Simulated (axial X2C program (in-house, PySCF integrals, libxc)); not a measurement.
## What spin–orbit coupling does to LiK

All values were computed with an axial X2C code built on PySCF integrals. Spin-free means the one-electron spin-free X2C Hamiltonian; two-component (2c) means X2C with spin–orbit coupling and atomic mean-field two-electron Coulomb and Gaunt terms, so the difference of the two also holds small scalar two-electron terms. Basis: K dyall-cv3z [11s12p6d3f], Li dyall-cv3z [7s8p2d] (cores contracted in-house); Gaussian nuclei, density fitting, unrestricted open shells. Masses: K 38.964 u, Li 7.016 u.

Spin-free state: M_S = 0, Λ = 0 (closed shell); fragments K + Li.

```csv
level,Re (Å),ωe (cm⁻¹),De (eV),μ (D)
PBE0,3.378,206.9,0.647,-3.35
HF,3.504,199.4,n/a,-4.33
MP2,3.339,214.4,0.511,n/a
CCSD,3.349,212.0,0.736,n/a
CCSD(T),3.336,211.4,0.752,n/a
TPSSh,3.425,199.9,0.787,-3.88
```

Correlated methods: 10 electrons correlated (number of frozen shells: K 2 s, 1 p; Li 1 s), 212 virtual spin orbitals or spinors in MP2, 90 natural virtuals in coupled cluster.

Dipoles are positive if Li is the positive end.

Two-component determinant lowest at the distance of the search:

Ω = 0 (closed shell); fragments K + Li.

```tsv
level	Re (Å)	ωe (cm⁻¹)	De (eV)	μ (D)
PBE0	3.378	206.9	0.647	-3.35
HF	3.504	199.4	n/a	-4.32
MP2	3.339	214.4	0.511	n/a
CCSD	3.349	212.0	0.735	n/a
CCSD(T)	3.336	211.4	0.752	n/a
TPSSh	3.425	199.9	0.787	-3.88
```

**Question.** From the two tables, how do the constants change at the CCSD(T) level (2c against spin-free)?

**Answer.** At the CCSD(T) level Re is unchanged within 0.001 Å and ωe stays the same within 0.2 cm⁻¹; De changes by 0.000 eV.

The state is a single determinant with fixed occupations, the lowest that a limited PBE0 search found. Closed shells are restricted here (equal orbitals for both partners); the stretched side of such a curve lies too high. Dissociation energies refer to the lowest single-determinant-based atoms at the same level and basis. Coupled cluster ran in a truncated set of natural virtual spinors; the MP2 energy of the rest was added. (T) has no such correction and the atoms are truncated less, which lowers De at CCSD(T) by a hundredth of an eV or more.
